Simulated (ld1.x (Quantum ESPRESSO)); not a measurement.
**Scattering properties, PAW potential for Ag (Z = 47)**

ld1.x (Quantum ESPRESSO) 7.5 input, shortened:

```
&input
   title='Ag', zed=47., rel=2, dft='BLYP', iswitch=3,
   config='[Kr] 4d9 5s0 5p0', rel_dist='average'
 /
 &inputp
   pseudotype=3, lpaw=.true., tm=.true., lloc=-1, rcloc=0.95,
   nlcc=.true., new_core_ps=.true., rcore=1.05,
   which_augfun='PSQ', rmatch_augfun=0.90
 /
6
4S  1  0   2.00   0.00  1.20  1.45  0.0
5S  2  0   0.00   0.00  1.20  1.45  0.0
4P  2  1   6.00   0.00  1.30  1.50  0.0
5P  3  1   0.00   0.00  1.30  1.50  0.0
4D  3  2   9.00   0.00  0.80  1.10  0.0
4D  3  2   0.00  -1.15  0.80  1.10  0.0
 &test
   configts(1)='4s2 4p6 4d9 5s0 5p0'
 /
```

Open shells are filled in proportion to 2j + 1 (rel_dist='average').

The phase is arctan(r·u′/u) with u = r·R(r), unwrapped; energies in Ry, scanned from -11 to 5 Ry. A pole is an energy at which the radial function vanishes at the test radius. The pseudo phase is shifted by a multiple of π to meet the all-electron one at the reference energy, and phase errors are pseudo minus all-electron; the curves can meet again beyond the range given. Levels narrower than the energy grid can be missing from the lists of poles.

| channel | radius (bohr) | reference energy (Ry) | poles, all-electron | poles, pseudo | unbroken range about the reference energy with phases within 0.05 rad | phase error 1 Ry above the reference energy (rad) |
| --- | --- | --- | --- | --- | --- | --- |
| s | 1.66 | -1.55 | -8.11 | -8.11 | the whole range | +0.000 |
| p1/2 | 1.66 | -1.10 | -5.43 | -5.43 | below 2.5 | -0.000 |
| p3/2 | 1.66 | -1.06 | -4.93 | -4.93 | below 3.2 | -0.000 |
| d3/2 | 1.66 | -2.14 | -0.36 | -0.36 | the whole range | +0.000 |
| d5/2 | 1.66 | -2.10 | -0.26 | -0.26 | the whole range | -0.000 |

The ghost test of this file was not conclusive.

Phases in the p1/2 channel:

```tsv
E (Ry)	all-electron	pseudo
-11.00	1.330	1.329
-10.52	1.317	1.316
-10.04	1.302	1.300
-9.56	1.282	1.281
-9.08	1.256	1.255
-8.60	1.219	1.217
-8.12	1.160	1.158
-7.64	1.048	1.046
-7.16	0.754	0.751
-6.68	-0.345	-0.348
-6.20	-1.258	-1.258
-5.72	-1.501	-1.501
-5.24	-1.603	-1.603
-4.76	-1.661	-1.662
-4.28	-1.702	-1.703
-3.80	-1.735	-1.735
-3.32	-1.764	-1.764
-2.84	-1.791	-1.791
-2.36	-1.818	-1.818
-1.88	-1.847	-1.847
-1.40	-1.879	-1.879
-0.92	-1.916	-1.916
-0.44	-1.960	-1.960
0.04	-2.014	-2.014
0.52	-2.084	-2.086
1.00	-2.178	-2.182
1.48	-2.310	-2.320
1.96	-2.502	-2.524
2.44	-2.782	-2.826
2.92	-3.153	-3.225
3.40	-3.541	-3.624
3.88	-3.852	-3.929
4.36	-4.069	-4.135
4.84	-4.217	-4.273
```
